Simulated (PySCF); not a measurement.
# Working out the ionisation energy of Mo(14+)

Mo(14+) [Ar] 3d10 (1S) → Mo(15+) [Ar] 3d9 (2D). Calculation: PySCF 2.14, in an even-tempered Gaussian basis (19 s from 1.1 bohr⁻², ratio 2.5; 13 p from 1.4 bohr⁻², ratio 2.5; 9 d from 1.4 bohr⁻², ratio 2.5; 4 f from 8.7 bohr⁻², ratio 2.7; 4 g from 13 bohr⁻², ratio 2.7); the spin-free X2C one-electron Hamiltonian (Gaussian nucleus). Frozen: [Ne]; the 39 highest virtual orbitals dropped. Energies in hartree (1 hartree = 27.21139 eV):

| part | Mo(14+) (lower) | Mo(15+) (upper) |
| --- | --- | --- |
| UHF | -3978.620281 | -3958.670500 |
| MP2 opposite-spin | -0.534211 | -0.492782 |
| MP2 same-spin | -0.260290 | -0.232204 |

Problem. What does Hartree-Fock give?

Solution. (-3958.670500) − (-3978.620281) = 19.949781 hartree = 542.861 eV.

Problem. What do MP2 and SCS-MP2 (6/5 opposite-spin, 1/3 same-spin) give?

Solution. The opposite-spin parts differ by 1.127 eV and the same-spin parts by 0.764 eV. MP2: 542.861 + (1.127) + (0.764) = 544.752 eV. SCS-MP2: 542.861 + 1.2 × (1.127) + (0.764)/3 = 544.468 eV.

Reference: 544 ± 0.5 eV (semi-empirical (NIST evaluation); NIST Atomic Spectra Database, ionization energies), between the lowest levels; spin-orbit coupling is absent from the calculation.

What remains against the reference includes basis incompleteness, the frozen core and correlation beyond second order.
